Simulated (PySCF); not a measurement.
triplet methylene (CH2), triplet, geometry from GFN2-xTB; PySCF with DF-BLYP/def2-QZVP.

Input for PySCF:
```python
from pyscf import gto, scf, dft

mol = gto.Mole()
mol.atom = '''
    C     0.003869    0.000665    0.101501
    H     0.000461    0.979088   -0.311393
    H    -0.023676   -0.983080   -0.297611
'''
mol.basis = 'def2-qzvp'
mol.charge = 0
mol.spin = 2
mol.verbose = 4
mol.build()

mf = dft.UKS(mol)
mf.xc = 'blyp'
mf = mf.density_fit(auxbasis='def2-universal-jkfit')
mf.kernel()
mf.analyze()
```

The log (banner, timings and long lists left out):

```
PySCF version 2.14.0

[INPUT] verbose = 4
[INPUT] num. atoms = 3
[INPUT] num. electrons = 8
[INPUT] charge = 0
[INPUT] spin (= nelec alpha-beta = 2S) = 2
[INPUT] symmetry False subgroup None
[INPUT] Mole.unit = angstrom
[INPUT] Symbol           X                Y                Z      unit          X                Y                Z       unit  Magmom
[INPUT]  1 C      0.003869000000   0.000665000000   0.101501000000 AA    0.007311350376   0.001256667873   0.191809091369 Bohr   0.0
[INPUT]  2 H      0.000461000000   0.979088000000  -0.311393000000 AA    0.000871163743   1.850208171848  -0.588447487107 Bohr   0.0
[INPUT]  3 H     -0.023676000000  -0.983080000000  -0.297611000000 AA   -0.044741155725  -1.857751958537  -0.562403281658 Bohr   0.0

nuclear repulsion = 6.24917258826224
number of shells = 37
number of NR pGTOs = 143
number of NR cGTOs = 117
basis = def2-qzvp
ecp = {}

******** <class 'pyscf.df.df_jk.DFUKS'> ********
method = DFUKS
initial guess = minao
damping factor = 0
level_shift factor = 0
DIIS = <class 'pyscf.scf.diis.CDIIS'>
diis_start_cycle = 1
diis_space = 8
diis_damp = 0
SCF conv_tol = 1e-09
SCF conv_tol_grad = None
SCF max_cycles = 50
direct_scf = False
number electrons alpha = 5  beta = 3
XC library pyscf.dft.libxc version 7.1.2
    S. Lehtola, C. Steigemann, M. J. T. Oliveira, and M. A. L. Marques,  SoftwareX 7, 1–5 (2018)
XC functionals = blyp
    A. D. Becke,  Phys. Rev. A 38, 3098 (1988)
    C. Lee, W. Yang, and R. G. Parr,  Phys. Rev. B 37, 785 (1988)
    B. Miehlich, A. Savin, H. Stoll, and H. Preuss,  Chem. Phys. Lett. 157, 200 (1989)
radial grids:
    Treutler-Ahlrichs [JCP 102, 346 (1995); DOI:10.1063/1.469408] (M4) radial grids

becke partition: Becke, JCP 88, 2547 (1988); DOI:10.1063/1.454033
pruning grids: <function nwchem_prune>
grids dens level: 3
symmetrized grids: False
atomic radii adjust function: <function treutler_atomic_radii_adjust>
small_rho_cutoff = 0
Set gradient conv threshold to 3.16228e-05
tot grids = 33736
init E= -39.0407644903073

cycle= 1 E= -39.1404811317151  delta_E= -0.0997  |g|= 0.106  |ddm|= 0.685
cycle= 2 E= -39.143329492946  delta_E= -0.00285  |g|= 0.0829  |ddm|= 0.114
cycle= 3 E= -39.1469574459314  delta_E= -0.00363  |g|= 0.0274  |ddm|= 0.0812
cycle= 4 E= -39.1473694977525  delta_E= -0.000412  |g|= 0.00236  |ddm|= 0.0184
cycle= 5 E= -39.1473728618362  delta_E= -3.36e-06  |g|= 0.000739  |ddm|= 0.00203
cycle= 6 E= -39.147373242758  delta_E= -3.81e-07  |g|= 0.000179  |ddm|= 0.000815
cycle= 7 E= -39.1473732657336  delta_E= -2.3e-08  |g|= 1.69e-05  |ddm|= 0.000195
cycle= 8 E= -39.1473732659478  delta_E= -2.14e-10  |g|= 2.61e-06  |ddm|= 1.67e-05
Extra cycle  E= -39.1473732659501  delta_E= -2.3e-12  |g|= 1.98e-06  |ddm|= 3.1e-06
converged SCF energy = -39.1473732659501  <S^2> = 2.0044965  2S+1 = 3.0029962
**** SCF Summaries ****
Total Energy =                         -39.147373265950108
Nuclear Repulsion Energy =               6.249172588262238
One-electron Energy =                  -64.127154646140553
Two-electron Energy =                   18.730608791928205
Two-electron Coulomb Energy =           24.803262608221008
DFT Exchange-Correlation Energy =       -6.072653816292801
**** MO energy ****
                             alpha | beta                alpha | beta
MO #1   energy= -9.95419704982658  | -9.92854989476809  occ= 1 | 1
MO #2   energy= -0.610220466669425 | -0.552954989381197 occ= 1 | 1
MO #3   energy= -0.41245230801078  | -0.394632323689335 occ= 1 | 1
MO #4   energy= -0.233290495813742 | -0.128634250280502 occ= 1 | 0
MO #5   energy= -0.20140787458242  | -0.104350790885158 occ= 1 | 0
MO #6   energy= 0.0167063178349807 | 0.0265203667053644 occ= 0 | 0
MO #7   energy= 0.0712170642948031 | 0.0748217874380739 occ= 0 | 0
MO #8   energy= 0.115908478350535  | 0.141100662178175  occ= 0 | 0
MO #9   energy= 0.121789654415111  | 0.143868996792509  occ= 0 | 0
MO #10  energy= 0.138571463753737  | 0.154177394973029  occ= 0 | 0
MO #11  energy= 0.151094729707797  | 0.175392832837753  occ= 0 | 0
MO #12  energy= 0.319822462929608  | 0.341774417813625  occ= 0 | 0
MO #13  energy= 0.338733071117373  | 0.357996597752425  occ= 0 | 0

To work with the spin densities directly, `use mulliken_meta_spin()` only printing them here.

 ** Mulliken spin pop alpha/beta on meta-lowdin orthogonal AOs **
 ** Mulliken Spin Density (per AO)  **
spin_pop of  0 C 1s       -0.00003
spin_pop of  0 C 2s        0.16261
spin_pop of  0 C 3s        0.00246
spin_pop of  0 C 4s        0.00008
spin_pop of  0 C 5s        0.00003
spin_pop of  0 C 6s        0.00002
spin_pop of  0 C 7s        0.00001
spin_pop of  0 C 2px       0.98450
spin_pop of  0 C 2py       0.02770
spin_pop of  0 C 2pz       0.85568
spin_pop of  0 C 3px       0.00947
spin_pop of  0 C 3py       0.00010
spin_pop of  0 C 3pz       0.00364
spin_pop of  0 C 4px       0.00172
spin_pop of  0 C 4py       0.00007
spin_pop of  0 C 4pz       0.00099
spin_pop of  0 C 5px       0.00050
spin_pop of  0 C 5py       0.00002
spin_pop of  0 C 5pz       0.00025
spin_pop of  0 C 3dxy     -0.00000
spin_pop of  0 C 3dyz     -0.00006
spin_pop of  0 C 3dz^2    -0.00002
spin_pop of  0 C 3dxz      0.00017
spin_pop of  0 C 3dx2-y2   -0.00074
spin_pop of  0 C 4dxy     -0.00000
spin_pop of  0 C 4dyz     -0.00001
spin_pop of  0 C 4dz^2    -0.00000
spin_pop of  0 C 4dxz      0.00002
spin_pop of  0 C 4dx2-y2   -0.00007
spin_pop of  0 C 5dxy      0.00000
spin_pop of  0 C 5dyz      0.00001
spin_pop of  0 C 5dz^2     0.00001
spin_pop of  0 C 5dxz      0.00000
spin_pop of  0 C 5dx2-y2    0.00002
spin_pop of  0 C 4f-3     -0.00024
spin_pop of  0 C 4f-2      0.00000
spin_pop of  0 C 4f-1     -0.00011
spin_pop of  0 C 4f+0      0.00009
spin_pop of  0 C 4f+1      0.00000
spin_pop of  0 C 4f+2      0.00024
spin_pop of  0 C 4f+3      0.00023
spin_pop of  0 C 5f-3      0.00000
spin_pop of  0 C 5f-2     -0.00000
spin_pop of  0 C 5f-1      0.00000
spin_pop of  0 C 5f+0      0.00000
spin_pop of  0 C 5f+1      0.00000
spin_pop of  0 C 5f+2      0.00000
spin_pop of  0 C 5f+3      0.00000
spin_pop of  0 C 5g-4      0.00000
spin_pop of  0 C 5g-3      0.00003
spin_pop of  0 C 5g-2      0.00000
spin_pop of  0 C 5g-1      0.00002
spin_pop of  0 C 5g+0      0.00004
spin_pop of  0 C 5g+1      0.00001
spin_pop of  0 C 5g+2      0.00006
spin_pop of  0 C 5g+3      0.00006
spin_pop of  0 C 5g+4      0.00003
spin_pop of  1 H 1s       -0.02722
spin_pop of  1 H 2s        0.00039
spin_pop of  1 H 3s        0.00006
spin_pop of  1 H 4s        0.00002
spin_pop of  1 H 2px       0.00102
spin_pop of  1 H 2py       0.00008
spin_pop of  1 H 2pz       0.00019
spin_pop of  1 H 3px       0.00013
spin_pop of  1 H 3py      -0.00008
spin_pop of  1 H 3pz       0.00003
spin_pop of  1 H 4px       0.00000
spin_pop of  1 H 4py      -0.00000
spin_pop of  1 H 4pz      -0.00000
spin_pop of  1 H 3dxy      0.00017
spin_pop of  1 H 3dyz      0.00015
spin_pop of  1 H 3dz^2     0.00005
spin_pop of  1 H 3dxz      0.00005
spin_pop of  1 H 3dx2-y2   -0.00001
spin_pop of  1 H 4dxy      0.00004
spin_pop of  1 H 4dyz      0.00002
spin_pop of  1 H 4dz^2     0.00001
spin_pop of  1 H 4dxz      0.00001
spin_pop of  1 H 4dx2-y2    0.00000
spin_pop of  1 H 4f-3     -0.00001
spin_pop of  1 H 4f-2      0.00003
spin_pop of  1 H 4f-1      0.00003
spin_pop of  1 H 4f+0      0.00000
spin_pop of  1 H 4f+1      0.00000
spin_pop of  1 H 4f+2      0.00001
spin_pop of  1 H 4f+3      0.00005
spin_pop of  2 H 1s       -0.02722
spin_pop of  2 H 2s        0.00039
spin_pop of  2 H 3s        0.00006
spin_pop of  2 H 4s        0.00002
spin_pop of  2 H 2px       0.00102
spin_pop of  2 H 2py       0.00007
spin_pop of  2 H 2pz       0.00020
spin_pop of  2 H 3px       0.00013
spin_pop of  2 H 3py      -0.00008
spin_pop of  2 H 3pz       0.00003
spin_pop of  2 H 4px       0.00000
spin_pop of  2 H 4py      -0.00000
spin_pop of  2 H 4pz      -0.00000
spin_pop of  2 H 3dxy      0.00017
spin_pop of  2 H 3dyz      0.00016
spin_pop of  2 H 3dz^2     0.00005
spin_pop of  2 H 3dxz      0.00005
spin_pop of  2 H 3dx2-y2   -0.00001
spin_pop of  2 H 4dxy      0.00004
spin_pop of  2 H 4dyz      0.00002
spin_pop of  2 H 4dz^2     0.00001
spin_pop of  2 H 4dxz      0.00001
spin_pop of  2 H 4dx2-y2    0.00000
spin_pop of  2 H 4f-3     -0.00001
spin_pop of  2 H 4f-2      0.00002
spin_pop of  2 H 4f-1      0.00003
spin_pop of  2 H 4f+0      0.00000
spin_pop of  2 H 4f+1      0.00000
spin_pop of  2 H 4f+2      0.00001
spin_pop of  2 H 4f+3      0.00005
 ** Mulliken Spin Density (per atom)  **
spin density of  0 C =      2.04960
spin density of  1 H =     -0.02480
spin density of  2 H =     -0.02480
 ** Mulliken pop alpha/beta on meta-lowdin orthogonal AOs **
 ** Mulliken pop       alpha | beta **
In total             5.00000 | 3.00000
 ** Mulliken atomic charges   ( Nelec_alpha | Nelec_beta ) **
charge of  0C =     -0.28994  (     4.16977      2.12017 )
charge of  1H =      0.14497  (     0.41511      0.43991 )
charge of  2H =      0.14497  (     0.41511      0.43991 )
Dipole moment(X, Y, Z, Debye): -0.02319, -0.00399, -0.60843
```
